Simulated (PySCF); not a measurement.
Identify the unknown among the candidates.

All candidates are C8H16Si.

- Rotational structure: rotational constants A, B, C: 2.676, 0.770, 0.706 GHz [PBE0-D3(BJ)/def2-SVP]
- Triplet: lowest triplet excitation (Tamm–Dancoff): 6.51 eV [TDA wB97X-D/def2-SVPD]
- Dipole: 0.51 D [wB97X-D/def2-SVPD]
- 1H NMR: chemical shifts (computed TMS as zero) by class: 4.74 (1 H), 4.39 (1 H), 2.69 (1 H), 2.21 (1 H), 2.19 (1 H), 1.85 (1 H), 1.58 (1 H), 1.36 (1 H), 0.90 (3 H), 0.86 (1 H), 0.55 (1 H), 0.53 (1 H), 0.48 (1 H), -0.16 (1 H) ppm [GIAO KT2/pcSseg-1]
- Valence photoelectron: vertical ionisation energy: 9.35 eV [ΔSCF wB97X-D/def2-SVPD]
- UV, strongest line: among the 10 lowest singlet transitions: S10 at 8.23 eV (151 nm, f = 0.043) [TDDFT wB97X-D/def2-SVPD]
- 13C NMR: chemical shifts (computed TMS as zero) by class: 41.1 (1 C), 32.1 (1 C), 31.1 (1 C), 30.2 (1 C), 16.2 (1 C), 15.7 (1 C), 5.3 (1 C), 5.2 (1 C) ppm [GIAO KT2/pcSseg-1]
- NMR, other nuclei: isotropic shieldings of nuclei other than C and H, by class: 396 (1 Si) ppm [GIAO KT2/pcSseg-1]
- UV, first state: lowest singlet excitation: 6.87 eV (180 nm, f = 0.027) [TDDFT wB97X-D/def2-SVPD]
- Polarisability: 117.1 au [wB97X-D/def2-SVPD]

Gas-phase values; electronic properties from PySCF, density fitting. Levels stand in brackets. Geometry: PBE0-D3(BJ)/def2-SVP, one conformer, isolated molecule. NMR classes are plain means over equivalent atoms (diastereotopic ones count apart unless rotation or inversion swaps them), as if these changed places fast.

Question: Which candidate is it?
A. `C=C[C@@H]1CC[Si@H]1CCC`
B. `C=C[C@H]1C[Si@@H](CCC)C1`
C. `C=C[C@H]1C[Si@H](CCC)C1`
D. `CC[C@@H]1C[C@@H](C2CC2)[SiH2]1`
E. `C=C(C)[SiH]1CCCCC1`

Answer: D. It is `CC[C@@H]1C[C@@H](C2CC2)[SiH2]1`. Numbering: `[CH3:1][CH2:2][C@@H:3]1[CH2:4][C@@H:5]([CH:6]2[CH2:7][CH2:8]2)[SiH2:9]1`. Its formula, C8H16Si, gives 2 degrees of unsaturation: 2 rings and 0 π bonds in the structure found. 8 carbons fall into 8 classes; from least to most shielded: four-membered-ring carbon [C4] (41.1 ppm), chain CH2 carbon [C2] (32.1 ppm), ring sp3 carbon bound to silicon [C3] (31.1 ppm), ring sp3 carbon bound to silicon [C5] (30.2 ppm), methyl carbon [C1] (16.2 ppm), three-membered-ring carbon [C6] (15.7 ppm), three-membered-ring carbon [C8] (5.3 ppm), three-membered-ring carbon [C7] (5.2 ppm). Hydrogen classes from least to most shielded: 1 H on an SiH2 silicon, Si9 (4.74 ppm), 1 H on an SiH2 silicon, Si9 (4.39 ppm), 1 H on a four-membered-ring carbon, C4 (2.69 ppm), 1 H on an sp3 carbon bound to silicon, C5 (2.21 ppm), 1 H on a four-membered-ring carbon, C4 (2.19 ppm), 1 H on an sp3 carbon bound to silicon, C3 (1.85 ppm), 1 H on a chain CH2 carbon, C2 (1.58 ppm), 1 H on a chain CH2 carbon, C2 (1.36 ppm), 3 H on a methyl carbon, C1 (0.90 ppm), 1 H on a three-membered-ring carbon, C6 (0.86 ppm), 1 H on a three-membered-ring carbon, C8 (0.55 ppm), 1 H on a three-membered-ring carbon, C7 (0.53 ppm); 2 more classes are left out. The other shieldings belong to: 396 ppm, SiH2 silicon [Si9]. The first electron is taken from the HOMO, whose largest Löwdin shares are 0.23 on an sp3 carbon bound to silicon, 0.17 on the SiH2 silicon, 0.13 on the four-membered-ring carbon and 0.08 on an sp3 carbon bound to silicon. The optimised geometry has point group C1 and is an asymmetric top.

The others, at the same levels:
- `C=C[C@H]1C[Si@H](CCC)C1` fails: it has 7 carbon classes against 8; its computed 13C shifts are 144.9 (1 C), 108.2 (1 C), 47.2 (1 C), 23.3 (1 C), 22.3 (2 C), 21.7 (1 C), 21.0 (1 C) ppm, 1H shifts are 6.23 (1 H), 5.20 (1 H), 4.98 (1 H), 4.89 (1 H), 3.20 (1 H), 1.65 (2 H), 1.26 (2 H), 1.07 (3 H), 1.02 (2 H), 0.78 (2 H) ppm and lowest singlet excitation is 7.14 eV (174 nm, f = 0.003) (against 6.87 eV).
- `C=C[C@@H]1CC[Si@H]1CCC` fails: its computed 13C shifts are 139.9 (1 C), 105.9 (1 C), 42.3 (1 C), 31.9 (1 C), 22.1 (1 C), 21.4 (1 C), 20.9 (1 C), 11.8 (1 C) ppm, 1H shifts are 5.82 (1 H), 4.84 (1 H), 4.68 (1 H), 4.63 (1 H), 2.60 (1 H), 2.26 (1 H), 2.02 (1 H), 1.30 (1 H), 1.21 (1 H), 1.07 (1 H), 1.05 (3 H), 0.95 (1 H), 0.80 (1 H), 0.78 (1 H) ppm and lowest singlet excitation is 6.53 eV (190 nm, f = 0.400) (against 6.87 eV).
- `C=C[C@H]1C[Si@@H](CCC)C1` fails: it has 7 carbon classes against 8; its computed 13C shifts are 146.4 (1 C), 107.4 (1 C), 44.4 (1 C), 24.0 (2 C), 22.9 (1 C), 21.8 (1 C), 21.0 (1 C) ppm, 1H shifts are 5.66 (1 H), 4.93 (1 H), 4.75 (1 H), 4.73 (1 H), 2.70 (1 H), 1.37 (2 H), 1.27 (2 H), 1.06 (3 H), 0.95 (2 H), 0.75 (2 H) ppm and vertical ionisation energy is 9.14 eV (against 9.35 eV).
- `C=C(C)[SiH]1CCCCC1` fails: it has 6 carbon classes against 8; its computed 13C shifts are 143.7 (1 C), 125.8 (1 C), 33.4 (1 C), 29.5 (2 C), 25.1 (1 C), 14.2 (2 C) ppm, 1H shifts are 5.66 (1 H), 5.62 (1 H), 4.29 (1 H), 2.12 (2 H), 1.87 (3 H), 1.72 (1 H), 1.45 (2 H), 1.19 (1 H), 0.94 (2 H), 0.75 (2 H) ppm and lowest singlet excitation is 6.66 eV (186 nm, f = 0.004) (against 6.87 eV).

Each candidate is one conformer, not necessarily the lowest. Dipoles, sizes and rotational constants follow the conformer. The torsions of the flexible species, by atom-mapped SMILES:
- `[CH3:1][CH2:2][C@@H:3]1[CH2:4][C@@H:5]([CH:6]2[CH2:7][CH2:8]2)[SiH2:9]1`: C1–C2–C3–C4 -64°, C4–C5–C6–C7 154°
- `[CH2:1]=[CH:2][C@H:3]1[CH2:4][Si@H:5]([CH2:6][CH2:7][CH3:8])[CH2:9]1`: C1–C2–C3–C4 125°, C4–Si5–C6–C7 72°, Si5–C6–C7–C8 -179°
- `[CH2:1]=[CH:2][C@@H:3]1[CH2:4][CH2:5][Si@H:6]1[CH2:7][CH2:8][CH3:9]`: C1–C2–C3–C4 -135°, C5–Si6–C7–C8 -72°, Si6–C7–C8–C9 180°
- `[CH2:1]=[CH:2][C@H:3]1[CH2:4][Si@@H:5]([CH2:6][CH2:7][CH3:8])[CH2:9]1`: C1–C2–C3–C4 122°, C4–Si5–C6–C7 165°, Si5–C6–C7–C8 180°

The conformers of `C=C(C)[SiH]1CCCCC1` aren't listed.
